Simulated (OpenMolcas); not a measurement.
**F II: effect of the active space**

```json
{"Program": "OpenMolcas", "Method": "SS-CASPT2 or its RAS form, IPEA 0.25 Eh, imaginary shift 0.1 Eh", "Basis": "ANO-RCC", "Scalar Hamiltonian": "DKH2, point nucleus", "Spin-orbit coupling": "RASSI with atomic mean-field integrals over the reference wave functions, term energies averaged over their components"}
```

A. 4 electrons in 9 orbitals (RAS2 2p; RAS3 3s 3d, at most 1 electron); 2S+1 = 3 even, 3 roots; 2S+1 = 1 even, 6 roots; 2S+1 = 5 odd, 6 roots; 2S+1 = 3 odd, 14 roots; 2S+1 = 1 odd, 8 roots; closed shells correlated: 1s 2s; CASPT2 step about 40 core-seconds
B. 6 electrons in 9 orbitals (RAS2 2s 2p; RAS3 3d, at most 2 electrons); 2S+1 = 3 even, 3 roots; 2S+1 = 1 even, 6 roots; 2S+1 = 3 odd, 3 roots; 2S+1 = 1 odd, 3 roots; closed shells correlated: 1s; CASPT2 step roughly 18 core-seconds

Energies in cm⁻¹ above 2s² 2p⁴ ³P₂, the measured ground level; measured values from NIST Handbook of Basic Atomic Spectroscopic Data.

| Level | A | B | Measured |
| --- | --- | --- | --- |
| 2s² 2p⁴ ³P₂ | 0.0 | 0.0 | 0.0 |
| 2s² 2p⁴ ³P₁ | 321 | 319 | 341 |
| 2s² 2p⁴ ³P₀ | 477 | 473 | 490 |
| 2s² 2p⁴ ¹D₂ | 20760 | 20810 | 20873 |
| 2s² 2p⁴ ¹S₀ | 49510 | 44710 | 44918 |

Deviations, from unrounded energies. A percentage is the sum of absolute deviations over the sum of measured energies, with the sign that they share, or ± where signs differ.

```csv
Against measurement,Levels,A,B
mean absolute deviation (cm-1),4,1200,77
fine structure of the ground term (%),2,-4.0,-4.7
other terms of the ground configuration (%),2,±7.2,-0.4
```

B lies closest to measurement on these levels. The largest miss of B in the table is 2s² 2p⁴ ¹S₀, by -210 cm-1. The ranking rests on the paired levels alone, and a cruder setting can come out closer through cancelling errors.

Between A and B the level of the table that moves most is 2s² 2p⁴ ¹S₀, by 4800 cm-1 (lowest in B, highest in A). Moves below CASPT2's spread within the term are not significant.

Term energies are means over components that CASPT2 splits; among the terms shown or strongly mixed into the levels shown the widest spread is 52 cm-1 (2s² 2p⁴ ¹D, A). With the s shell closed, the reference lacks s² → p² mixing (holds for A). Active for correlation alone: 3d; no level in the range computed is led by a configuration that fills it, so any true level of that kind is missing (holds for B). Measured partners are found by configuration, term and J. A level has none where our copy of the source lacks it or the pairing is in doubt (some pairs that miss far off the trend of their configuration count as doubtful), and it then counts in no deviation. Only configurations of the active space appear. Levels that lie high or do not pair safely by name in every column are left out.
